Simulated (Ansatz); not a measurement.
## Active spaces for ZnF₂, singlet

Program: Ansatz, Gaussian basis, development build. Basis def2-SVP, nonrelativistic, 7 orbitals frozen in the corrections. State-specific CASSCF; RHF is the lowest restricted (open-shell) Hartree–Fock solution met. Small basis; these aren't basis-limit values. Solutions may break the symmetry of the shape. Lower solutions, or ones in other orbitals, may exist.

Geometry. A bond is stretched, to 1.46 times the sum of the covalent radii.

```xyz
3

F     0.0000    0.0000    2.6130
Zn    0.0000    0.0000    0.0000
F     0.0000    0.0000   -1.7420
```

Problem. What do CASSCF and its corrections give against RHF in CAS(4,4), and what are the occupations?

Solution. CASSCF -1.773 eV, SC-NEVPT2 -20.098 eV; occupations 1.99, 1.90, 0.10, 0.01.
